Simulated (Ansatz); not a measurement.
Two isomers of C2H4SSi: A = `S[SiH]1C=C1`, B = `S=C1C[SiH2]1`.

Computed with Ansatz on PBE0-D4/def2-TZVP structures; ΔE is electronic, products minus reactants. CCSD(T)/CBS adds triple-zeta CCSD(T) − MP2 to the extrapolated MP2 energy (def2 sets, frozen cores). DFT in def2-TZVPP. One conformer a species, not always the lowest.

Task: Which is lower in electronic energy at CCSD(T)/CBS, and by how much? (Best estimate.)

Result: Ansatz gave: A, by 115.4 kJ/mol.

Task: Give E(B) − E(A) in kJ/mol with CCSD(T)/def2-TZVPP, BLYP-D4, r2SCAN-D4, PBE-D4, PBE0-D4, LDA (SPW92), ωB97M-V. (Best estimate.)

Result: Ansatz gave: CCSD(T)/def2-TZVPP 110.9, BLYP-D4 92.1, r2SCAN-D4 108.4, PBE-D4 96.6, PBE0-D4 110.9, LDA (SPW92) 93.0, ωB97M-V 117.7. None reverses the order clearly.

Task: Does the order hold for the free energy at 298.15 K (harmonic terms from PBE0-D4)? (Best estimate.)

Result: The calculation gave: Yes: G(B) − G(A) = +114.6 kJ/mol, for one conformer each.

Largest T1 diagnostic: 0.017.

In def2-TZVPP, CCSD(T) changes the Hartree–Fock value by −26.6 kJ/mol (the triples alone add −6.1 kJ/mol) and MP2 by −24.0 kJ/mol. From PBE to PBE0 (25 % exact exchange), in def2-TZVPP and without D4, E(B) − E(A) moves by +14.2 kJ/mol.
